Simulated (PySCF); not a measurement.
Work out the structure from these simulated measurements.

Elements present: B, C, H and N. Monoisotopic mass: 71.0906 u.

- NMR, other nuclei: isotropic shieldings of nuclei other than C and H, by class: 56 (1 B), 150 (1 N) ppm [GIAO B97-2/pcSseg-2]
- Rotational structure: rotational constants A, B, C: 7.172, 3.491, 2.454 GHz [PBE0-D3(BJ)/def2-TZVP]
- 13C NMR: chemical shifts (computed TMS as zero) by class: 33.1 (1 C), 5.3 (2 C) ppm [GIAO B97-2/pcSseg-2]
- Dipole: 1.32 D [B97-2/pcSseg-2]
- 1H NMR: chemical shifts (computed TMS as zero) by class: 3.66 (1 H), 2.78 (3 H), 0.29 (6 H) ppm [GIAO B97-2/pcSseg-2]

The electronic properties come from PySCF, for the isolated species, density fitting. Levels stand in brackets. Geometry: PBE0-D3(BJ)/def2-TZVP; no solvent, vibrations or thermal averaging. Each NMR value is the plain mean over a class of atoms that symmetry, rotation or inversion makes alike.

**Question.** Which formula fits the mass and the elements?

**Answer.** C3H10BN (calculated 71.0906). No other formula that holds each of these elements comes within 0.0003 u with a fitting electron parity and a possible valence count.

**Question.** Propose a structure and show how it fits.

**Answer.** Numbering: `[CH3:1][NH:2][B:3]([CH3:4])[CH3:5]`. 3 carbons fall into 2 classes; from least to most shielded: N-methyl carbon [C1] (33.1 ppm), sp3 carbon bound to boron [C4/C5] (5.3 ppm, 2 C, up to 7.9 ppm apart in this geometry). Hydrogen classes from least to most shielded: 1 H on a boron-bound nitrogen, N2 (3.66 ppm), 3 H on an N-methyl carbon, C1 (2.78 ppm), 6 H on 2 like atoms (sp3 carbon bound to boron), C4/C5 (0.29 ppm, a mean of values up to 0.6 ppm apart in this geometry). The other shieldings belong to: 56 ppm, three-coordinate boron [B3]; 150 ppm, boron-bound nitrogen [N2]. By its constants the optimised geometry is an asymmetric top. Structure: `CNB(C)C`. The assignments are read from this structure; whether some other isomer fits the data as well wasn't checked.

Shape of the structure used: `[CH3:1][NH:2][B:3]([CH3:4])[CH3:5]`: C1–N2–B3–C4 0°.
